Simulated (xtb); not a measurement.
Zn(H)(SiH3) (H₄SiZn), SMILES [ZnH][SiH3]. All values are semi-empirical tight-binding results from xtb (GFN2-xTB unless named), good for trends rather than for accurate numbers. Geometry optimised at GFN2-xTB.

Optimised geometry:

```xyz
6

Zn    -0.7364    -0.4020    -0.1005
H     -2.1175    -1.1427    -0.3140
Si     1.3279     0.7239     0.1831
H      2.0142     0.4742     1.4596
H      1.2505     2.1916     0.1257
H      2.3559     0.4025    -0.8186
```
Charge 0, spin multiplicity 1.

For metal compounds this method's bond lengths and energies can be far off.

```
Item                                           Value
-------------------------------------  -------------
point group as xtb finds it                      C3v
orbital gap                                  4.58 eV
zero-point energy                      17.0 kcal/mol
G − E(el) at 298.15 K (modified RRHO)   0.3 kcal/mol
```

Problem. Give the atomic charges and the Wiberg bond orders between heavy atoms. (An estimate is asked for; the answer gives what the named calculation found.)

Solution. charges (e) Zn1 0.19, H2 -0.17, Si3 0.35, H4 -0.12, H5 -0.12, H6 -0.12. Bond orders Zn1–Si3 0.76.
